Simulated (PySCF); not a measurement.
Job file and geometry (Å, from GFN2-xTB) of a spin–spin coupling run on SMILES [AsH2]CC[SeH], C2H7AsSe, B3LYP/pcJ-1 As:pcSseg-1 Se:pcSseg-1 indirect spin-spin coupling, non-relativistic, gas phase in PySCF 2.14.0, density-fitted response routines; density fitting, a coarse starting grid and PySCF grid level 2 are the driver's defaults:

```
$ OMP_NUM_THREADS=1 python probes_run.py task.json out

{"job": {"kind": "j", "xc": "B3LYP", "basis": "pcJ-1"}, "charge": 0, "multiplicity": 1}
As     2.034517     0.823836    -0.272476
C      0.314139    -0.070508    -0.715684
C     -0.534812    -0.333534     0.500918
Se    -2.272479    -1.199429     0.069595
H      2.316520    -0.054857     0.912630
H      1.401168     1.826135     0.653433
H     -0.219088     0.569380    -1.426586
H      0.540661    -1.006278    -1.235308
H     -0.052295    -1.035023     1.185746
H     -0.768814     0.585369     1.043703
H     -2.754092    -0.102420    -0.741933
```

Task: Write the output of this run.

Result: 
```
coarse grid: 42328 points
cycle   1  E = -4717.4014709813  dE = -1.698e+00  |g| = 1.021e+00  |ddm| = 2.853e+00
cycle   2  E = -4717.3898031905  dE =  1.167e-02  |g| = 7.556e-01  |ddm| = 6.588e-01
cycle   3  E = -4717.4353994127  dE = -4.560e-02  |g| = 2.391e-01  |ddm| = 5.851e-01
cycle   4  E = -4717.4476128597  dE = -1.221e-02  |g| = 6.703e-02  |ddm| = 2.642e-01
cycle   5  E = -4717.4487256757  dE = -1.113e-03  |g| = 1.186e-02  |ddm| = 6.228e-02
cycle   6  E = -4717.4487490453  dE = -2.337e-05  |g| = 2.166e-03  |ddm| = 1.229e-02
cycle   7  E = -4717.4487497526  dE = -7.073e-07  |g| = 8.651e-04  |ddm| = 2.538e-03
final grid: 86168 points
cycle   8  E = -4717.4486639358  dE =  2.428e-08  |g| = 1.236e-03  |ddm| = 3.095e-03
cycle   9  E = -4717.4486635815  dE =  3.543e-07  |g| = 1.781e-03  |ddm| = 2.689e-03
cycle  10  E = -4717.4486642682  dE = -6.867e-07  |g| = 1.262e-04  |ddm| = 1.498e-03
cycle  11  E = -4717.4486642716  dE = -3.456e-09  |g| = 2.346e-05  |ddm| = 1.253e-04
cycle  12  E = -4717.4486642717  dE = -1.337e-10  |g| = 9.109e-06  |ddm| = 3.505e-05
converged SCF energy = -4717.4486642717

Indirect spin-spin couplings (Hz)
  i      j    bonds     total        FC       PSO       DSO        SD
  1 C    2 C    1     34.075    34.927    -1.197     0.344         -
  1 C    4 H    2     -1.608    -1.673     0.112    -0.047         -
  1 C    5 H    2     -1.588    -1.656     0.109    -0.041         -
  1 C    6 H    1    143.539   141.305     0.899     1.334         -
  1 C    7 H    1    145.100   142.961     0.816     1.323         -
  1 C    8 H    2     -3.081    -3.354     0.066     0.207         -
  1 C    9 H    2     -0.972    -1.242     0.070     0.200         -
  1 C   10 H    3      1.737     1.504    -0.037     0.270         -
  2 C    4 H    3      6.495     6.167    -0.115     0.443         -
  2 C    5 H    3      6.235     5.921    -0.118     0.432         -
  2 C    6 H    2     -4.689    -4.934     0.019     0.226         -
  2 C    7 H    2     -4.807    -5.045     0.017     0.221         -
  2 C    8 H    1    151.176   149.389     0.451     1.336         -
  2 C    9 H    1    155.327   153.565     0.433     1.328         -
  2 C   10 H    2     -0.467    -0.767     0.389    -0.088         -
  4 H    5 H    2    -13.813   -13.704     0.317    -0.425         -
  4 H    6 H    3     12.443    13.984     1.745    -3.287         -
  4 H    7 H    3      1.545     1.474     0.275    -0.205         -
  4 H    8 H    4      1.171    -0.529    -1.449     3.149         -
  4 H    9 H    4      0.545    -0.109    -0.101     0.755         -
  4 H   10 H    5     -0.470    -0.013     0.618    -1.075         -
  5 H    6 H    3      1.864     1.733     0.215    -0.085         -
  5 H    7 H    3     12.544    14.068     1.755    -3.280         -
  5 H    8 H    4      0.379    -0.160     0.067     0.473         -
  5 H    9 H    4      1.134    -0.617    -1.545     3.297         -
  5 H   10 H    5      0.340     0.032     0.127     0.180         -
  6 H    7 H    2    -13.748   -15.276     2.337    -0.809         -
  6 H    8 H    3     15.782    15.257     2.650    -2.125         -
  6 H    9 H    3      5.008     4.139     0.407     0.462         -
  6 H   10 H    4      1.261    -0.258    -1.325     2.844         -
  7 H    8 H    3      5.766     4.861     0.277     0.628         -
  7 H    9 H    3     15.446    14.921     2.668    -2.143         -
  8 H    9 H    2    -11.651   -13.152     2.438    -0.937         -
  8 H   10 H    3     10.702    12.513     1.962    -3.772         -
  9 H   10 H    3      3.929     3.466    -0.152     0.616         -
```

Size and cost of the density-fitted run: 206 basis functions, 62 s wall time on 1 thread of an Arm Neoverse N1, shared host; peak memory 1 GiB.
